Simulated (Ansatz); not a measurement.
Reactions of H7NSeSi2, SMILES `[SiH3]N[SiH2][SeH]`.

Computed with Ansatz on PBE0-D4/def2-TZVP structures; ΔE is electronic, products minus reactants. CBS: MP2 limit from def2 TZ/QZ plus the TZ coupled-cluster correction, frozen cores. This one scheme is used for every species. Functionals use def2-TZVPP. For Se outer-core shells are correlated without core-valence functions, which leaves a few kJ/mol of doubt a bond. Scalar relativity is left out up to krypton. Each species was taken in one conformer, which may not be the lowest.

| reaction | ωB97X-V (kJ/mol) |
| --- | --- |
| `[SiH3]N[SiH2][SeH]` + HCl → `[SiH3]N[SiH2]Cl` + H₂Se | -43 |
| `[SiH3]N[SiH2][SeH]` + `C=CC[SiH3]` → `[SiH3]/C=C/C[SiH3]` + `N[SiH2][SeH]` | 49 |
| `[SiH3]N[SiH2][SeH]` + `[OH][Al]([F])[F]` → `[F][Al]([F])[O][SiH3]` + `N[SiH2][SeH]` | -53 |
| `[SiH3]N[SiH2][SeH]` + `BN` → `NB[SiH2][SeH]` + `N[SiH3]` | 78 |
| `[SiH3]N[SiH2][SeH]` → `N[SiH2][SiH2][SeH]` | 61 |
| `[SiH3]N[SiH2][SeH]` + H₂ → `[SiH3][SeH]` + `N[SiH3]` | 44 |
| `[SiH3]N[SiH2][SeH]` + `C=C(S)Cl` → `C=C(Cl)S[SiH3]` + `N[SiH2][SeH]` | -1 |
| `[SiH3]N[SiH2][SeH]` + `C=CF` → `C=C(F)[SeH]` + `[SiH3]N[SiH3]` | 114 |
| `[SiH3]N[SiH2][SeH]` + H₂S → `[SiH3]N[SiH2]S` + H₂Se | 1 |
| `[SiH3]N[SiH2][SeH]` + H–F → `F[SiH2]N[SiH3]` + H₂Se | -89 |

**Question.** Give the CCSD(T)/CBS values in the same order. (An estimate is asked.)

**Answer.** Ansatz gave: -38, 51, -52, 80, 64, 50, -1, 120, 4, -80 kJ/mol.

Largest T1 diagnostic: 0.013, for `[OH][Al]([F])[F]`.
